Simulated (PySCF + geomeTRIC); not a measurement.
Method: BP86-D3(BJ)/def2-SVP run with PySCF + geomeTRIC. fastk is a local helper that only speeds up exchange builds. No frequencies were computed at this level.

```python
import json, numpy as np
from pyscf import gto, dft
from fastk import lowrank_exchange
atoms = """
W     -0.112379    -0.274315     0.127898
F      1.788045    -0.331120     0.080606
F      0.104511     1.407226     0.989509
F      0.022125     0.705451    -1.496570
N      0.079120    -1.320768     1.838385
H      1.018918    -1.529117     2.193594
H     -0.557026    -1.612061     2.582730
N     -0.320957    -1.880621    -1.069390
H     -0.352686    -2.891649    -0.926666
H     -0.249581    -1.756119    -2.085552
N     -2.084740     0.080109     0.332996
H     -2.393926     0.968318     0.743158
H     -2.937683    -0.365553    -0.009835
"""
def scf(charge, spin, dm0=None):
    mol = gto.M(atom=atoms, basis='def2-svp', ecp={'W': 'def2-svp'}, charge=charge, spin=spin, verbose=3, max_memory=10080)
    mf = dft.KS(mol, xc='bp86').density_fit(auxbasis="def2-universal-jkfit")
    mf.disp = 'd3bj'
    mf.grids.level = 3
    mf.conv_tol = 1e-8
    mf.max_cycle = 120
    mf.level_shift = 0.25
    mf.kernel(dm0)
    if not mf.converged:
        mf = mf.newton().run(mf.mo_coeff, mf.mo_occ).undo_soscf()
    return mf
mf = scf(0, 0)
from pyscf.geomopt.geometric_solver import kernel as optimize
path = []
done, mol = optimize(mf, maxsteps=120, assert_convergence=False, callback=lambda env: path.append((env["energy"], bool(env["g_scanner"].converged))))
res = dict(converged=bool(done and path[-1][1]), energy=path[-1][0], path=[e for e, c in path], xyz=mol.atom_coords(unit="Angstrom").tolist(), nao=mol.nao)
json.dump(res, open("result.json", "w"))
```

Output:

```
converged SCF energy = -534.49450799277
Geometry optimization cycle 1
converged SCF energy = -534.494507982722
cycle 1: E = -534.494507983  dE = -534.495  norm(grad) = 0.0502525
Geometry optimization cycle 2
converged SCF energy = -534.5023959956
cycle 2: E = -534.502395996  dE = -0.00788801  norm(grad) = 0.0443195
Geometry optimization cycle 3
converged SCF energy = -534.506105617649
cycle 3: E = -534.506105618  dE = -0.00370962  norm(grad) = 0.03039
Geometry optimization cycle 4
converged SCF energy = -534.50454853798
cycle 4: E = -534.504548538  dE = 0.00155708  norm(grad) = 0.0281065
Geometry optimization cycle 5
converged SCF energy = -534.508067161405
cycle 5: E = -534.508067161  dE = -0.00351862  norm(grad) = 0.0117688
Geometry optimization cycle 6
converged SCF energy = -534.508504361113
cycle 6: E = -534.508504361  dE = -0.0004372  norm(grad) = 0.00398186
Geometry optimization cycle 7
converged SCF energy = -534.508595271234
cycle 7: E = -534.508595271  dE = -9.09101e-05  norm(grad) = 0.0028724
Geometry optimization cycle 8
converged SCF energy = -534.508638093947
cycle 8: E = -534.508638094  dE = -4.28227e-05  norm(grad) = 0.00319135
Geometry optimization cycle 9
converged SCF energy = -534.508696700472
cycle 9: E = -534.5086967  dE = -5.86065e-05  norm(grad) = 0.00104677
Geometry optimization cycle 10
converged SCF energy = -534.508701165869
cycle 10: E = -534.508701166  dE = -4.4654e-06  norm(grad) = 0.000412035
Geometry optimization cycle 11
converged SCF energy = -534.508701877704
cycle 11: E = -534.508701878  dE = -7.11835e-07  norm(grad) = 0.000481579
Geometry optimization cycle 12
converged SCF energy = -534.508702963383
cycle 12: E = -534.508702963  dE = -1.08568e-06  norm(grad) = 0.000612037
Geometry optimization cycle 13
converged SCF energy = -534.508704598418
cycle 13: E = -534.508704598  dE = -1.63504e-06  norm(grad) = 0.00089411
Geometry optimization cycle 14
converged SCF energy = -534.508707168476
cycle 14: E = -534.508707168  dE = -2.57006e-06  norm(grad) = 0.00149364
Geometry optimization cycle 15
converged SCF energy = -534.508717392432
cycle 15: E = -534.508717392  dE = -1.0224e-05  norm(grad) = 0.00118709
Geometry optimization cycle 16
converged SCF energy = -534.508724797346
cycle 16: E = -534.508724797  dE = -7.40491e-06  norm(grad) = 0.000566303
Geometry optimization cycle 17
converged SCF energy = -534.508728317476
cycle 17: E = -534.508728317  dE = -3.52013e-06  norm(grad) = 0.000200881
Geometry optimization cycle 18
converged SCF energy = -534.508728548725
cycle 18: E = -534.508728549  dE = -2.31249e-07  norm(grad) = 0.000145784
Geometry optimization cycle 19
converged SCF energy = -534.508728593752
cycle 19: E = -534.508728594  dE = -4.50268e-08  norm(grad) = 0.000111749
<class 'geometric.internal.Distance'> : 12
<class 'geometric.internal.Angle'> : 9
<class 'geometric.internal.LinearAngle'> : 6
<class 'geometric.internal.OutOfPlane'> : 15
<class 'geometric.internal.Dihedral'> : 24
<class 'geometric.internal.TranslationX'> : 1
<class 'geometric.internal.TranslationY'> : 1
<class 'geometric.internal.TranslationZ'> : 1
<class 'geometric.internal.RotationA'> : 1
<class 'geometric.internal.RotationB'> : 1
<class 'geometric.internal.RotationC'> : 1
Step    0 : Gradient = 1.394e-02/3.099e-02 (rms/max) Energy = -534.4945079827
Step    1 : Displace = 1.004e-01/1.420e-01 (rms/max) Trust = 1.000e-01 (=) Grad = 1.229e-02/2.309e-02 (rms/max) E (change) = -534.5023959956 (-7.888e-03) Quality = 0.894
Step    2 : Displace = 7.753e-02/1.077e-01 (rms/max) Trust = 1.414e-01 (+) Grad = 8.429e-03/2.269e-02 (rms/max) E (change) = -534.5061056176 (-3.710e-03) Quality = 1.121
Step    3 : Displace = 8.576e-02/1.498e-01 (rms/max) Trust = 2.000e-01 (+) Grad = 7.795e-03/1.205e-02 (rms/max) E (change) = -534.5045485380 (+1.557e-03) Quality = -0.489
Step    4 : Displace = 4.537e-02/6.485e-02 (rms/max) Trust = 4.288e-02 (-) Grad = 3.264e-03/5.809e-03 (rms/max) E (change) = -534.5080671614 (-3.519e-03) Quality = 0.987
Step    5 : Displace = 2.126e-02/2.784e-02 (rms/max) Trust = 6.064e-02 (+) Grad = 1.104e-03/1.927e-03 (rms/max) E (change) = -534.5085043611 (-4.372e-04) Quality = 1.107
Step    6 : Displace = 8.510e-03/1.373e-02 (rms/max) Trust = 8.576e-02 (+) Grad = 7.967e-04/1.359e-03 (rms/max) E (change) = -534.5085952712 (-9.091e-05) Quality = 1.452
Step    7 : Displace = 2.371e-02/4.193e-02 (rms/max) Trust = 1.213e-01 (+) Grad = 8.851e-04/1.850e-03 (rms/max) E (change) = -534.5086380939 (-4.282e-05) Quality = 0.333
Step    8 : Displace = 9.992e-03/1.644e-02 (rms/max) Trust = 1.213e-01 (=) Grad = 2.903e-04/5.356e-04 (rms/max) E (change) = -534.5086967005 (-5.861e-05) Quality = 0.905
Step    9 : Displace = 2.152e-03/4.588e-03 (rms/max) Trust = 1.715e-01 (+) Grad = 1.143e-04/2.162e-04 (rms/max) E (change) = -534.5087011659 (-4.465e-06) Quality = 1.062
Step   10 : Displace = 2.032e-03/3.386e-03 (rms/max) Trust = 2.426e-01 (+) Grad = 1.336e-04/2.318e-04 (rms/max) E (change) = -534.5087018777 (-7.118e-07) Quality = 0.263
Step   11 : Displace = 1.754e-03/3.502e-03 (rms/max) Trust = 2.426e-01 (=) Grad = 1.697e-04/3.226e-04 (rms/max) E (change) = -534.5087029634 (-1.086e-06) Quality = 0.357
Step   12 : Displace = 1.874e-03/3.789e-03 (rms/max) Trust = 2.426e-01 (=) Grad = 2.480e-04/4.326e-04 (rms/max) E (change) = -534.5087045984 (-1.635e-06) Quality = 0.328
Step   13 : Displace = 2.800e-03/5.478e-03 (rms/max) Trust = 2.426e-01 (=) Grad = 4.143e-04/6.760e-04 (rms/max) E (change) = -534.5087071685 (-2.570e-06) Quality = 0.200
Step   14 : Displace = 1.410e-03/2.965e-03 (rms/max) Trust = 1.400e-03 (-) Grad = 3.297e-04/5.454e-04 (rms/max) E (change) = -534.5087173924 (-1.022e-05) Quality = 1.424
Step   15 : Displace = 2.173e-03/3.783e-03 (rms/max) Trust = 1.980e-03 (+) Grad = 1.585e-04/2.860e-04 (rms/max) E (change) = -534.5087247973 (-7.405e-06) Quality = 1.002
Step   16 : Displace = 2.735e-03/5.797e-03 (rms/max) Trust = 2.800e-03 (+) Grad = 5.191e-05/9.157e-05 (rms/max) E (change) = -534.5087283175 (-3.520e-06) Quality = 0.867
Step   17 : Displace = 1.075e-03/2.157e-03 (rms/max) Trust = 3.960e-03 (+) Grad = 3.102e-05/8.141e-05 (rms/max) E (change) = -534.5087285487 (-2.312e-07) Quality = 0.550
Step   18 : Displace = 2.452e-04/3.976e-04 (rms/max) Trust = 3.960e-03 (=) Grad = 1.743e-05/3.500e-05 (rms/max) E (change) = -534.5087285938 (-4.503e-08) Quality = 0.731
Converged! =D
```

Cost: roughly 6 core-minutes.
